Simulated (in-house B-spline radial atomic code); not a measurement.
# The barium ion Ba²⁵⁺: [Ar] 3d10 4s2 4p1

Computed with a radial B-spline atomic code at the basis-set limit: Dirac-Kohn-Sham LDA exchange-only, spherical fractional occupations, Fermi nucleus of rms radius 4.8378 fm.

Screening seen three ways: the hydrogenic charge with the same mean radius, Z_r = [3n² - l(l+1)]/(2<r>), the one with the same energy, Z_e = n√(-2ε), and Slater's rules. Values are occupation-weighted means over j. An effective charge above Z reflects the relativistic contraction of the inner shells.

```json
{"shell": "1s", "electrons": "2", "ε (eV)": "-37989", "<r> (bohr)": "0.0256", "Z_r": "58.59", "Z_e": "52.84", "Slater": "55.70"}
{"shell": "2s", "electrons": "2", "ε (eV)": "-6661.7", "<r> (bohr)": "0.1092", "Z_r": "54.94", "Z_e": "44.26", "Slater": "51.85"}
{"shell": "2p", "electrons": "6", "ε (eV)": "-6072.8", "<r> (bohr)": "0.09577", "Z_r": "52.21", "Z_e": "42.25", "Slater": "51.85"}
{"shell": "3s", "electrons": "2", "ε (eV)": "-1979.3", "<r> (bohr)": "0.2881", "Z_r": "46.86", "Z_e": "36.18", "Slater": "44.75"}
{"shell": "3p", "electrons": "6", "ε (eV)": "-1788.7", "<r> (bohr)": "0.2847", "Z_r": "43.90", "Z_e": "34.40", "Slater": "44.75"}
{"shell": "3d", "electrons": "10", "ε (eV)": "-1510.1", "<r> (bohr)": "0.26", "Z_r": "40.39", "Z_e": "31.61", "Slater": "34.85"}
{"shell": "4s", "electrons": "2", "ε (eV)": "-884.65", "<r> (bohr)": "0.5998", "Z_r": "40.01", "Z_e": "32.25", "Slater": "30.00"}
{"shell": "4p", "electrons": "1", "ε (eV)": "-814.42", "<r> (bohr)": "0.6147", "Z_r": "37.42", "Z_e": "30.95", "Slater": "30.00"}
```

The least bound orbital is 4p3/2 at -807 eV, and it is also the most diffuse (<r> = 0.6203 bohr).

Spin-orbit splittings of the orbital energies (j = l + 1/2 above j = l - 1/2 when positive): 2p 382.6 eV, 3p 76.47 eV, 3d 16.63 eV, 4p 22.32 eV.

For the 1s electron the small component carries 4.27 % of the norm, the zero-frequency Breit interaction raises the level by 97.2 eV, self-energy by 56.56 eV, and vacuum polarisation lowers it by 8.172 eV.

The density falls to 0.001 bohr⁻³ at 1.366 bohr; Σ<r²> = 2.879 bohr² gives, by the non-relativistic formula and without the paramagnetism of open shells, a Langevin diamagnetic susceptibility of -2.28×10⁻⁶ cm³/mol.
